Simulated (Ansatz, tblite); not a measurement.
Cost and result up the ladder for the cluster HgF₂ (3 atoms). Total charge 0; singlet. Geometry: B3LYP-D4/def2-TZVP.

```csv
atom,x (Å),y (Å),z (Å)
Hg1,0.000,0.000,0.000
F2,1.768,0.697,0.366
F3,-1.768,-0.697,-0.366
```

Ansatz on 2 threads of AMD EPYC 7571 on a shared host; xTB runs through tblite on one thread. Times are rough, summed over both states, and most runs start from the orbitals of an earlier one. CCSD(T)/def2-TZVPP serves as the yardstick here, not as an exact answer. The other state is a quintet at its own geometry.

In the def2 sets Hg takes a core potential; there is no spin–orbit coupling. The xTB rows come from tblite. LC-ωPBE has ω = 0.4 bohr⁻¹. Correlated methods freeze 2 core orbitals; core or outer-core shells of Hg are correlated, in sets that lack core-valence functions. In the quintet geometry the species has come apart into loosely held pieces. The structure comes from a short search, and lower isomers may exist.

xTB has no spin-polarisation term.

```
                         level  functions  wall time  quintet − singlet (eV)  difference from CCSD(T)/def2-TZVPP (eV)
                      GFN1-xTB         12    0.009 s                   14.38                                     4.23
                      GFN2-xTB         12     0.02 s                   12.07                                     1.93
         LDA (SPW92)/def2-TZVP        105      6.2 s                   12.65                                     2.51
                 MP2/def2-TZVP        105      7.7 s                   10.64                                     0.50
             BLYP-D4/def2-TZVP        105       13 s                   10.91                                     0.76
PBE-D4/def2-TZVP (with forces)        105       13 s                   11.05                                     0.90
             LC-ωPBE/def2-TZVP        105       16 s                   10.54                                     0.39
             RPA@PBE/def2-TZVP        105       19 s                    9.68                                    -0.46
           r2SCAN-D4/def2-TZVP        105       33 s                   10.55                                     0.41
          r2SCANh-D4/def2-TZVP        105       37 s                   10.24                                     0.09
            CCSD(T)/def2-TZVPP        121    2.5 min                   10.14                                     0.00
```
